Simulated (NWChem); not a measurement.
System: TiClF₃; SMILES [F][Ti]([F])([F])[Cl]

NWChem input:

```
start job
memory heap 200 mb stack 900 mb global 1100 mb
geometry units angstroms noautoz
  Ti     0.000000     0.000000     0.288097
  F      0.086670     1.615714     0.874943
  F      1.355914    -0.882915     0.874943
  F     -1.442584    -0.732798     0.874943
  Cl     0.000000     0.000000    -1.884569
end
basis spherical
  Ti library cc-pvtz
  F library cc-pvtz
  Cl library cc-pvtz
end
dft
  xc pbe0
  iterations 150
  semidirect filesize 400000000
  mulliken
end
task dft energy
```

Coordinates come from a PBE0/def2-SVP optimisation.

What results follow from this input? (PBE0/cc-pVTZ.) Quantities: basis functions; energy (Ha); highest occupied level (eV); orbital gap (eV).

number of basis functions: 192
energy (Ha): -1609.01
highest occupied level (eV): -10.17
orbital gap (eV): 6.99
